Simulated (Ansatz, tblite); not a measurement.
Forces on the cluster Cs₄⁺ at its PBE/def2-TZVP geometry. The state is a doublet with charge 1.

In the def2 sets Cs takes a core potential; there is no spin–orbit coupling. The xTB rows come from tblite. The structure comes from a short search, and lower isomers may exist.

GFN1-xTB (tblite), largest force 0.26 eV/Å:

```xyz
4
positions Å, forces eV/Å
Cs    2.458    3.959   -1.301   -0.047   -0.075    0.027
Cs   -2.075    0.918   -1.014    0.215   -0.096    0.106
Cs   -2.440   -3.985    1.252    0.045    0.077   -0.022
Cs    2.057   -0.892    1.064   -0.213    0.094   -0.110
```

GFN2-xTB (tblite), largest force 0.10 eV/Å:

```
Cs -0.016 -0.038 0.015
Cs 0.074 -0.047 0.044
Cs 0.016 0.039 -0.014
Cs -0.074 0.047 -0.045
```

PBE/def2-TZVP (Ansatz), largest force 0.00 eV/Å:

```
Cs -0.002 -0.001 0.000
Cs 0.005 0.000 0.001
Cs 0.002 0.001 0.000
Cs -0.004 0.000 -0.001
```
